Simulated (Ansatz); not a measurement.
Si2Ge3. The state is a quintet with charge 0. Geometry PBE-D4/def2-SVP; atoms count from 1.

```
atom   x (Å)   y (Å)   z (Å)
 Si1  -0.379   0.909   0.959
 Si2  -0.192  -0.963  -0.964
 Ge3   0.679   1.273  -1.174
 Ge4   1.974  -0.372   0.553
 Ge5  -2.081  -0.847   0.626
```

At PBE0-D4/def2-TZVP a singlet of charge 0 lies 1.95 eV below the quintet, each at its own geometry. The structure comes from a short search, and lower isomers may exist.

(1) Estimate the Mulliken populations from the PBE0/def2-TZVP orbitals of Ansatz.

(2) Where does the spin sit?

(3) And the Mayer bond orders between heavy atoms (over 0.3)?

Results:

(1) 
```tsv
atom	charge (e)	spin (α − β)
Si1	-0.08	0.42
Si2	-0.08	0.43
Ge3	0.08	0.84
Ge4	0.05	1.05
Ge5	0.02	1.25
```
Mulliken values depend strongly on the basis.

(2) Summed by element: Si 0.85, Ge 3.15, of 4 unpaired in all. Largest on single atoms: Ge5 1.25, Ge4 1.05, Ge3 0.84.

(3) Si1–Si2 0.71 (2.69 Å); Si1–Ge3 0.92 (2.41 Å); Si1–Ge4 0.65 (2.71 Å); Si1–Ge5 0.83 (2.47 Å); Si2–Ge3 0.92 (2.41 Å); Si2–Ge4 0.65 (2.71 Å); Si2–Ge5 0.83 (2.47 Å); Ge3–Ge4 0.69 (2.71 Å).
